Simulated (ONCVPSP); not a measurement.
What one change does to a pseudopotential (Ni, ONCV)

* Element: nickel (Ni)
* Generator: ONCVPSP 4.0.1
* Type: optimised norm-conserving Vanderbilt (ONCV)
* Functional: LDA (Perdew-Zunger)
* Relativity: fully relativistic
* Frozen core: [Ne]
* Valence charge: 18
* Reference configuration: 3s2 3p6 3d8 (charge +2)
* Partial waves: 3s: rc 1.05 bohr, ncon 3, nbas 7, qcut 9.7 1/bohr, 3 projectors, debl 1.5 Ha; 3p: rc 1.15 bohr, ncon 4, nbas 7, qcut 10.8 1/bohr, 2 projectors, debl 0.5 Ha; 3d: rc 0.90 bohr, ncon 3, nbas 7, qcut 18 1/bohr, 2 projectors, debl 3.9 Ha
* Local potential: polynomial inside 0.70 bohr (lpopt 5, dvloc0 3 Ha)
* Core correction: none

Open shells are filled in proportion to 2j + 1.

In the s channel the program set the typed energies aside and used -4.786, 0.250, 1.750 Ha. In the p channel the program set the typed energies aside and used -3.319, 0.250 Ha (j = l + 1/2; the other j can differ).

Change: s: qcut 7.5; p: qcut 8.3; d: qcut 13.9.

Cutoffs: the cutoffs (Ha) at which the residual kinetic energy of the hardest occupied pseudo-wave falls to 1 and 0.1 mHa per electron; they do not see the model core or the augmentation charge, which bear on the density cutoff. Errors are all-electron minus pseudo energies relative to the spin-unpolarised reference configuration.

Problem. What does the change do?

Solution. The potential gets neither clearly harder nor softer (116 Ha and 132 Ha → 87 Ha and 135 Ha); of the 4 tests that both files solve, the error grows in 2 and shrinks in 1 by more than 15 % and 0.3 meV (median size 1.6 → 2.2 meV); neither file shows a bound ghost.

| quantity | base | changed |
| --- | --- | --- |
| cutoff, loose | 116 Ha | 87 Ha |
| cutoff, tight | 132 Ha | 135 Ha |
| loose cutoff by channel | s 38 Ha, p 42 Ha, d 116 Ha | s 31 Ha, p 41 Ha, d 87 Ha |
| bound ghosts | none | none |
| GHOST(+) flags under 300 eV | none | none |
| error for 3s2 3p6 3d8 4s2, meV [ΔE -27.26 eV] | +2.3 | +2.9 |
| error for 3s2 3p6 3d8 4s1, meV [ΔE -17.66 eV] | +0.7 | +0.9 |
| error for 3s2 3p6 3d7, meV [ΔE 37.80 eV] | +5.3 | +3.4 |
| error for 3s2 3p6 3d9 4s1, meV [ΔE -28.89 eV] | -1.0 | +1.4 |
| s: phases at 1.06 bohr within 0.05 rad from the reference energy up to (Ha; the scan ends near 5) | to the end of the scan | to the end of the scan |
| p3/2: phases at 1.17 bohr within 0.05 rad from the reference energy up to (Ha; the scan ends near 5) | to the end of the scan | to the end of the scan |
| p1/2: phases at 1.17 bohr within 0.05 rad from the reference energy up to (Ha; the scan ends near 5) | to the end of the scan | to the end of the scan |
| d5/2: phases at 0.92 bohr within 0.05 rad from the reference energy up to (Ha; the scan ends near 5) | to the end of the scan | to the end of the scan |
| d3/2: phases at 0.92 bohr within 0.05 rad from the reference energy up to (Ha; the scan ends near 5) | to the end of the scan | to the end of the scan |
